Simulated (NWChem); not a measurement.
# ZnO; SMILES [O]=[Zn]

```xyz
2

Zn     0.0000     0.0000    -0.3820
O      0.0000     0.0000     1.3120
```
Atoms are numbered in this order, from 1.

Structure relaxed at the PBE0/def2-SVP level.

Give the principal values of the shielding tensors (ppm) of Zn1, O2 from PBE0/def2-SVP, GIAO (NWChem), with their diamagnetic and paramagnetic parts as GIAO splits them.


```
atom      σ11      σ22     σ33  isotropic  diamagnetic  paramagnetic
----  -------  -------  ------  ---------  -----------  ------------
Zn1    2523.7   4886.0  4886.0     4098.5       2519.2        1579.3
O2    -5385.9  -5385.9   419.5    -3450.8        390.8       -3841.6
```
